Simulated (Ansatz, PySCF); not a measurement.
Ways to break one bond of Cl[Si](Br)Br:

A. Cl[Si](Br)Br -> Cl[Si]Br + Br atom
B. Cl[Si](Br)Br -> Br[Si]Br + Cl atom

Quantity: bond dissociation energy (enthalpy at 298 K, with B3LYP-D3(BJ) rigid-rotor harmonic-oscillator terms from PySCF), kcal/mol. Geometries: B3LYP-D3(BJ)/def2-TZVP minima from Ansatz (a first-principles code). Unstable Hartree-Fock reference: Cl[Si]Br, Br[Si]Br. Correlated levels leave the core frozen unless marked. Open shells are spin-unrestricted. Spin-orbit coupling is left out. Frozen are the shells of the preceding noble gas and the d and f shells that filled before the atom's block. No relativistic terms. Basis-set limits of correlation are two-point, X^-3; Hartree-Fock from the larger set.

```csv
,BLYP-D3(BJ)/def2-TZVPD (Ansatz + dftd3),CAM-B3LYP/def2-TZVPD (Ansatz),CCSD(T)/def2-SVP (Ansatz),"CCSD(T)/CBS(def2-TZVPP,def2-QZVPP) (Ansatz)"
A,51.3,50.9,45.8,…
B,63.8,65.0,57.6,…
```

Task: What belongs in the gaps?

Result: 
- A, CCSD(T)/CBS(def2-TZVPP,def2-QZVPP) (Ansatz): 54.5
- B, CCSD(T)/CBS(def2-TZVPP,def2-QZVPP) (Ansatz): 68.5
